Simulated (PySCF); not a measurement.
Cartesian coordinates (Å):
SMILES: [Br]
```xyz
1

Br     0.0000     0.0000     0.0000
```
Charge 0, spin multiplicity 2.

Problem. What is the computed highest occupied spin orbital, total energy and dipole moment (PBE-D3(BJ)/def2-TZVP (PySCF))?

Solution. 
```yaml
highest_occupied_spin_orbital: -7.43 eV
total_energy: -70034.51 eV
dipole_moment: 0.00 D
```
